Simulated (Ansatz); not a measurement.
Geometry optimisation, RKS PBE-D4/def2-SVP in Ansatz 0.2.0.

Input:

```yaml
crystal:
  periodic: [false, false, false]
  atoms:
    - { symbol: Si, position_ang: [0.2414, -1.0109, 0.5023] }
    - { symbol: "N", position_ang: [-1.2344, -0.0498, -0.6812] }
    - { symbol: H, position_ang: [1.3573, -1.4326, -0.3237] }
    - { symbol: H, position_ang: [-0.6628, -2.1683, 0.6475] }
    - { symbol: O, position_ang: [0.2605, -0.7247, 2.0996] }
    - { symbol: H, position_ang: [0.9501, 1.2021, -0.9548] }
    - { symbol: O, position_ang: [1.2169, 0.7923, 0.2174] }
    - { symbol: H, position_ang: [-0.5929, 0.788, -1.4981] }
    - { symbol: F, position_ang: [0.293, 1.4883, -1.9228] }
    - { symbol: H, position_ang: [-1.8994, 0.4545, -0.1135] }
    - { symbol: H, position_ang: [-1.7285, -0.7444, -1.2192] }
    - { symbol: H, position_ang: [0.8836, -0.1037, 2.4707] }
    - { symbol: H, position_ang: [0.9152, 1.5091, 0.7759] }
basis:
  gaussian: { orbitals: def2-SVP }
hamiltonian:
  xc: pbe
  dispersion: d4
relax:
  f_tol: 0.15
  max_steps: 25
  restrain:
    - { distance: [0, 6], at: 3.07, k: 30.0 }
    - { distance: [5, 8], at: 2.18, k: 30.0 }
    - { distance: [7, 1], at: 2.32, k: 30.0 }
    - { distance: [0, 1], at: 1.82, k: 30.0 }
    - { distance: [5, 6], at: 0.97, k: 30.0 }
    - { distance: [7, 8], at: 0.88, k: 30.0 }
output:
  orbitals: {}
```

Launched with:

```bash
$ ansatz run input.yaml --threads 2 --pin off --max-ram 3072MiB --backend cpu --events-out ev --progress --plain --runs-dir out
```

Q: Where does it end, and by what steps?

A: It converged. The restraints hold the end off the free minimum. After 21 steps the energy has fallen by 0.617 eV (the restraints' own energy left out); H6 moved furthest, 1.01 Å. Joined: H6–O7 (1.27 → 0.97 Å), H8–F9 (1.21 → 0.92 Å).

```csv
step,energy less start (eV),largest force component (eV/Å),accepted
0,0.0000,2.982,yes
1,0.0644,2.855,yes
2,0.7071,4.558,yes
3,0.3283,2.930,yes
4,-0.0750,1.041,yes
5,-0.2674,0.915,yes
6,-0.3390,1.680,yes
7,-0.4896,0.882,yes
8,-0.4828,0.672,no
9,-0.5403,0.789,yes
10,-0.5602,0.929,yes
11,-0.5740,1.143,yes
12,-0.5763,1.100,no
13,-0.5847,1.208,yes
14,-0.5943,1.187,yes
15,-0.5926,1.251,yes
16,-0.6064,0.955,yes
17,-0.5964,1.356,yes
18,-0.5394,1.231,no
19,-0.6165,1.001,yes
20,-0.6211,0.838,no
21,-0.6166,1.149,yes
```

```xyz
13
Properties=species:S:1:pos:R:3
Si -0.162 -1.324 0.500
N -1.421 -0.394 -0.400
H 0.972 -1.492 -0.482
H -0.660 -2.691 0.890
O 0.240 -0.549 1.909
H 1.738 0.898 -0.404
O 1.529 1.253 0.479
H -0.323 1.246 -1.584
F 0.364 1.812 -1.834
H -2.162 -0.040 0.218
H -1.875 -0.929 -1.151
H 0.815 0.218 1.642
H 0.944 1.992 0.219
```

Run time: 29 s on 2 threads of Intel(R) Xeon(R) 6975P-C (Granite Rapids) (shared host), peak memory 0.17 GiB.
